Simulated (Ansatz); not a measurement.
This triplet is an excited state, 1.20 eV above the relaxed singlet at the level frozen-core CCSD(T)/cc-pVTZ // PBE0-D3(BJ)/def2-TZVP (Ansatz, an electronic-structure program).

Species: H₄OSi₂, SMILES `O[Si][SiH3]` (excited triplet; H–O–Si–Si torsion 98°) (charge 0, multiplicity 3).

### Question
Give a relaxed geometry from Ansatz with PBE0-D3(BJ)/def2-TZVP.

### Answer
Several could match; the one computed here: the end point of this relaxation, one of several conformers (outside a Z-matrix the atoms follow the SMILES, hydrogens last).
Z-matrix (Å, degrees):
```
Si
H 1 1.4857
H 1 1.4886 2 109.84
H 1 1.4899 2 109.66 3 118.99
Si 1 2.3354 2 104.21 4 120.71
O 5 1.6584 1 118.18 2 178.27
H 6 0.9599 5 117.24 1 98.46
```
